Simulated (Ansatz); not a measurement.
Basis sets compared for (HZn-mu-Cl)2 (Zn2H2Cl2). Total charge 0; singlet. Geometry r2SCAN-D4/def2-SVP. Ansatz on 4 threads of Arm Neoverse V2 on a shared host; times are rough, and most runs start from earlier orbitals.

```tsv
atom	x (Å)	y (Å)	z (Å)
Zn1	-0.678	1.008	1.071
H2	-1.316	1.960	2.082
Cl3	-0.819	0.767	-1.241
Zn4	0.678	-1.008	-1.071
H5	1.319	-1.958	-2.082
Cl6	0.817	-0.769	1.241
```

The 6-31G sets use Cartesian d functions. B3LYP takes the VWN-RPA correlation.

Binding counts from free atoms (Zn singlet, H doublet, Cl doublet) in the same basis, without a counterpoise term.

```json
{"level": "HF/STO-3G", "functions": "56", "energy (Eh)": "-4424.7820", "HOMO (eV)": "-3.27", "LUMO (eV)": "4.73", "binding per atom (eV)": "1.86", "wall time": "0.35 s"}
{"level": "HF/6-31G", "functions": "88", "energy (Eh)": "-4475.1954", "HOMO (eV)": "-11.42", "LUMO (eV)": "1.55", "binding per atom (eV)": "1.58", "wall time": "0.55 s"}
{"level": "PBE-D4/def2-SVP", "functions": "108", "energy (Eh)": "-4478.7702", "HOMO (eV)": "-6.91", "LUMO (eV)": "-1.11", "binding per atom (eV)": "2.14", "wall time": "1 s"}
{"level": "B3LYP-D4/6-31G", "functions": "88", "energy (Eh)": "-4479.9104", "HOMO (eV)": "-8.22", "LUMO (eV)": "-1.07", "binding per atom (eV)": "2.12", "wall time": "1.2 s"}
{"level": "PBE0-D4/def2-SVP", "functions": "108", "energy (Eh)": "-4478.9110", "HOMO (eV)": "-8.21", "LUMO (eV)": "-0.31", "binding per atom (eV)": "2.14", "wall time": "1.6 s"}
```

Estimate the rows for PBE-D4/def2-TZVP, B3LYP-D4/def2-TZVP, PBE0-D4/def2-TZVP.


```csv
level,functions,energy (Eh),HOMO (eV),LUMO (eV),binding per atom (eV),wall time
PBE-D4/def2-TZVP,182,-4479.6240,-7.23,-1.42,2.03,1.8 s
B3LYP-D4/def2-TZVP,182,-4480.6791,-8.25,-0.87,1.97,3.4 s
PBE0-D4/def2-TZVP,182,-4479.7394,-8.44,-0.60,2.06,3.5 s
```
